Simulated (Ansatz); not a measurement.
Coupled-cluster diagnostics for BiH₂I, Ansatz.

Geometry of the singlet (PBE-D4/def2-TZVP):

```csv
atom,x (Å),y (Å),z (Å)
Bi1,0.0271,-0.3839,-0.8277
H2,-1.3262,0.7752,-0.5075
H3,1.2063,0.9516,-0.5066
I4,0.0928,-1.3429,1.8418
```

In the def2 sets Bi, I take a core potential; there is no spin–orbit coupling. Correlated methods freeze 8 core orbitals; core or outer-core shells of Bi, I are correlated, in sets that lack core-valence functions.

**Question.** Estimate the CCSD(T) correlation energy, the shares of MP2 and (T), T1 and the reference's ⟨S²⟩ for: charge 0, singlet, own geometry in def2-TZVPP; charge 0, singlet, own geometry in def2-TZVPD; charge 1, doublet, vertical in def2-TZVPP; charge -1, doublet, vertical in def2-TZVPD; and the rough time on 4 threads of Intel Xeon on a shared host.

**Answer.** 
```json
{"state": "charge 0, singlet, own geometry", "basis": "def2-TZVPP", "correlation (eV)": "-24.854", "MP2 share (%)": "102.8", "(T) share (%)": "2.3", "T1": "0.012", "⟨S²⟩ (pure)": "0.00 (0.00)", "wall time": "28 s"}
{"state": "charge 0, singlet, own geometry", "basis": "def2-TZVPD", "correlation (eV)": "-24.788", "MP2 share (%)": "102.7", "(T) share (%)": "2.3", "T1": "0.012", "⟨S²⟩ (pure)": "0.00 (0.00)", "wall time": "33 s"}
{"state": "charge 1, doublet, vertical", "basis": "def2-TZVPP", "correlation (eV)": "-24.016", "MP2 share (%)": "102.2", "(T) share (%)": "2.2", "T1": "0.021", "⟨S²⟩ (pure)": "0.76 (0.75)", "wall time": "2 min"}
{"state": "charge -1, doublet, vertical", "basis": "def2-TZVPD", "correlation (eV)": "-25.242", "MP2 share (%)": "103.0", "(T) share (%)": "2.4", "T1": "0.014", "⟨S²⟩ (pure)": "0.77 (0.75)", "wall time": "2.1 min"}
```
Customary marks for T1 are 0.02 (closed shells), 0.045 (open shells) and about 0.05 (3d metals). T1 exceeds 0.02 in 1 of 4 rows and 0.045 in 0; the higher it lies, the less the single-reference result can be trusted.
